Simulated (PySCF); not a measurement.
GeH6Si2, SMILES [SiH3][Ge][SiH3] (connectivity only; charge and spin as stated), neutral, multiplicity 1.

Geometry optimised at B3LYP-D3(BJ)/def2-SVP. The structure was generated by enumeration; whether it is a known compound was not checked.

Calculation: PBE/def2-TZVPD (PySCF).

Symmetry labels are those of the subgroup C2 that the program uses (full group C2).

Q: List the valence orbital energies around the gap with their symmetry. (Estimate from the structure and the level; the computed values follow.)

A: 
```tsv
orbital	symmetry	energy (eV)
HOMO−7	B	-12.92
HOMO−6	A	-11.26
HOMO−5	A	-8.70
HOMO−4	B	-8.69
HOMO−3	A	-8.40
HOMO−2	B	-8.23
HOMO−1	B	-6.38
HOMO	A	-5.70
LUMO	B	-4.27
LUMO+1	B	-0.83
LUMO+2	A	-0.79
LUMO+3	A	-0.49
```
